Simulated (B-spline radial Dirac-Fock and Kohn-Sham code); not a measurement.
K-shell conversion coefficients of Dy against transition energy

Calculated with a B-spline atomic structure program, using a Dirac-Hartree-Slater potential of the neutral atom with a Latter tail (no hole, which puts coefficients of high multipoles low close above an edge), finite nucleus with surface currents. Subshells within 1 keV of threshold and pair formation are left out.

| energy (keV) | E2 | E5 | M1 | M2 | M3 | M4 |
| --- | --- | --- | --- | --- | --- | --- |
| 58.8 | 2.46 | 1.30 | 9.45 | 118 | 350 | 489 |
| 67.1 | 2.38 | 15.3 | 6.43 | 72.6 | 286 | 788 |
| 100 | 1.12 | 44.3 | 2.03 | 16.9 | 84.0 | 377 |
| 116 | 0.759 | 34.9 | 1.33 | 9.93 | 48.7 | 223 |
| 200 | 0.159 | 6.36 | 0.287 | 1.47 | 6.00 | 23.9 |
| 213 | 0.132 | 5.02 | 0.242 | 1.19 | 4.71 | 18.3 |
| 500 | 0.0122 | 0.196 | 0.0252 | 0.0783 | 0.204 | 0.521 |
| 503 | 0.0120 | 0.192 | 0.0248 | 0.0769 | 0.200 | 0.509 |
| 541 | 0.0101 | 0.148 | 0.0206 | 0.0620 | 0.156 | 0.384 |
| 583 | 0.00840 | 0.114 | 0.0171 | 0.0498 | 0.122 | 0.288 |
| 599 | 0.00788 | 0.104 | 0.0160 | 0.0461 | 0.111 | 0.260 |
| 764 | 0.00453 | 0.0464 | 0.00871 | 0.0232 | 0.0507 | 0.107 |
| 1000 | 0.00257 | 0.0203 | 0.00452 | 0.0112 | 0.0223 | 0.0424 |
| 1260 | 0.00162 | 0.0105 | 0.00260 | 0.00614 | 0.0115 | 0.0202 |
| 1770 | 0.000852 | 0.00430 | 0.00118 | 0.00264 | 0.00457 | 0.00737 |
| 2000 | 0.000681 | 0.00318 | 0.000890 | 0.00197 | 0.00334 | 0.00524 |
| 2180 | 0.000583 | 0.00259 | 0.000732 | 0.00161 | 0.00268 | 0.00414 |

Question: How fast do they fall between 1770 and 2180 keV?

Answer: As powers of the energy: E2 E^-1.82, E5 E^-2.44, M1 E^-2.28, M2 E^-2.39, M3 E^-2.56, M4 E^-2.77. Within one type (E or M) the higher multipoles fall faster.
